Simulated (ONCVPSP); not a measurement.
## Logarithmic derivatives: cobalt (Co), ONCV

ONCVPSP 4.0.1 input, shortened (lines: element, Z, core and valence counts, functional; n l f; lmax; l rc ep ncon nbas qcut; lloc lpopt rc5 dvloc0; l nproj debl; icmod fcfact rcfact), PBEsol, scalar-relativistic:

```
  Co 27.00    3    5  -116133      upf
    1    0    2.00
    2    0    2.00
    2    1    6.00
    3    0    2.00
    3    1    6.00
    3    2    7.00
    4    0    1.50
    4    1    0.50
    2
    0    1.20    0.00    4    9   11.30
    1    1.55    0.00    4    8   11.30
    2    1.45    0.00    4    9   11.10
    4    4    1.20    0.00
    0    2    0.60
    1    2    3.20
    2    3    2.10
    0    0.00    0.00
```

The phase is arctan(r·R′/R) of the radial function R(r), unwrapped; energies in Ha, scanned from -5 to 5 Ha. A pole is an energy at which the radial function vanishes at the test radius. The pseudo phase is shifted by a multiple of π to meet the all-electron one at the reference energy, and phase errors are pseudo minus all-electron; the curves can meet again beyond the range given. Levels narrower than the energy grid can be missing from the lists of poles.

Task: For each channel, where are the poles, and over which energies does the pseudopotential scatter like the atom?

Result:

```
channel  radius (bohr)  reference energy (Ha)  poles, all-electron  poles, pseudo  unbroken range about the reference energy with phases within 0.05 rad  phase error 1 Ha above the reference energy (rad)
      s           1.22                  -0.22                -2.83          -2.83                                                        the whole range                                             +0.000
      p           1.57                  -0.06                -2.18          -2.18                                                        the whole range                                             +0.000
      d           1.47                  -0.34                 0.28           0.28                                                        the whole range                                             -0.000
```

Phases in the d channel:

| E (Ha) | all-electron | pseudo |
| --- | --- | --- |
| -4.96 | 1.295 | 1.295 |
| -4.48 | 1.275 | 1.275 |
| -4.00 | 1.251 | 1.251 |
| -3.52 | 1.221 | 1.221 |
| -3.04 | 1.180 | 1.180 |
| -2.56 | 1.121 | 1.121 |
| -2.08 | 1.028 | 1.028 |
| -1.60 | 0.851 | 0.851 |
| -1.12 | 0.407 | 0.407 |
| -0.64 | -0.645 | -0.645 |
| -0.16 | -1.320 | -1.320 |
| 0.32 | -1.585 | -1.585 |
| 0.80 | -1.745 | -1.745 |
| 1.28 | -1.889 | -1.889 |
| 1.76 | -2.071 | -2.071 |
| 2.24 | -2.369 | -2.369 |
| 2.72 | -2.914 | -2.913 |
| 3.20 | -3.603 | -3.603 |
| 3.68 | -4.044 | -4.044 |
| 4.16 | -4.273 | -4.273 |
| 4.64 | -4.404 | -4.404 |
